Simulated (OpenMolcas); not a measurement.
Cu2+: moving or changing the point charges

Cu2+ among 4 point charges of -2.5 e arranged as a tetrahedron (Td), 1.77 Å from the ion.

| Item | Value |
| --- | --- |
| Program | OpenMolcas 26.06 |
| Method | SS-CASPT2, IPEA 0.25 Eh, imaginary shift 0.1 Eh (closed shells correlated: 3s 3p) |
| Basis | ANO-RCC-VDZP [5s4p2d1f] |
| Scalar Hamiltonian | DKH2, point nucleus |
| Active space | 9 electrons in 5 orbitals (3d) |
| State averaging | 2S+1 = 2 even, 5 roots |
| Spin-orbit coupling | state interaction with AMFI integrals over the reference wave functions |

Runs around this geometry, states (labels of Td). Energies in cm-1 above the lowest state or level, χT in cm3 K/mol; under a threefold ground state the first gap can be a small split of the lowest multiplet, not the spin-orbit step; 10Dq is the gap between the two states; 10Dq is negative for this site.

| R (Å) | q (e) | Ground state | First state of that spin | 10Dq | First gap with spin-orbit (degeneracies) | χT at 300 K |
| --- | --- | --- | --- | --- | --- | --- |
| 1.77 | -2 | 2T2 | 2E 2000 | -1997 | 750 (2, 4) | 0.987 |
| 1.64 | -2.5 | 2T2 | 2E 1890 | -1889 | 700 (2, 4) | 0.997 |
| 1.77 | -2.5 | 2T2 | 2E 1970 | -1969 | 740 (2, 4) | 0.989 |
| 1.86 | -2.5 | 2T2 | 2E 1840 | -1842 | 720 (2, 4) | 1.013 |

Scaling the charges by -2 / -2.5 = 0.80 scales |10Dq| by 1997 / 1969 = 1.01; with fixed orbitals a first-order splitting would follow the charge.

Roots that are degenerate in the reference are averaged as groups; the widest CASPT2 spread within a group is 60 cm-1 (the 3-fold group of multiplicity 2 near 0 cm-1 above the lowest state of its run, R = 1.77, q = -2). Shifts and gaps below about the spread of the groups concerned are not significant. An orbital triplet at a regular site is open to Jahn-Teller coupling, which can distort the site and quench the lowest spin-orbit gaps and is left out. The ground term spreads over less than 5000 cm-1, several times less than with real ligands, so orbital moments are less quenched and χT lies further from the spin-only value than at real sites. Free-ion shares, where given, are those of the reference states; single-state CASPT2 does not remix them. Point charges carry no covalency, so the field is a model and not that of real ligands. No measured value stands beside these numbers.
